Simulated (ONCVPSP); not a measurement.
# Zr (Z = 40): excitation energies, all-electron against ONCV

* Element: zirconium
* Generator: ONCVPSP 4.0.1
* Type: optimised norm-conserving Vanderbilt (ONCV)
* Functional: PBE
* Relativity: scalar-relativistic
* Frozen core: [Ar] 3d10
* Valence charge: 12
* Reference configuration: 4s2 4p6 4d2 5s1.75 5p0.25
* Partial waves: 4s+5s: rc 2.35 bohr, ncon 4, nbas 8, qcut 6.7 1/bohr, 2 projectors; 4p+5p: rc 1.90 bohr, ncon 4, nbas 8, qcut 6.3 1/bohr, 2 projectors; 4d: rc 1.75 bohr, ncon 3, nbas 6, qcut 5.2 1/bohr, local
* Local potential: the d channel
* Core correction: polynomial model core, fcfact 0.5

Energies are relative to the spin-unpolarised reference configuration 4s2 4p6 4d2 5s1.75 5p0.25; without spin polarisation the order of configurations can differ from experiment.

| valence configuration | charge | ΔE all-electron (eV) | error AE − PS (meV) |
| --- | --- | --- | --- |
| 4s2 4p6 4d2 5s1 5p0 | +1 | 6.391 | -1.7 |
| 4s2 4p6 4d2 5s0 5p0 | +2 | 19.331 | -8.8 |
| 4s2 4p6 4d1 5s2 5p1 | 0 | 2.257 | -1.0 |

Q: What are ΔE and the potential's error for 4s2 4p6 4d2 5s2 5p0?

A: ΔE = -0.747 eV all-electron; the error (AE − PS) is 0.0 meV.

Levels in the configuration 4s2 4p6 4d1 5s2 5p1:

```tsv
level	all-electron (eV)	pseudo (eV)
4s	-58.428	-58.366
4p	-36.185	-36.161
4d	-6.333	-6.337
5s	-5.872	-5.868
5p	-2.403	-2.404
```
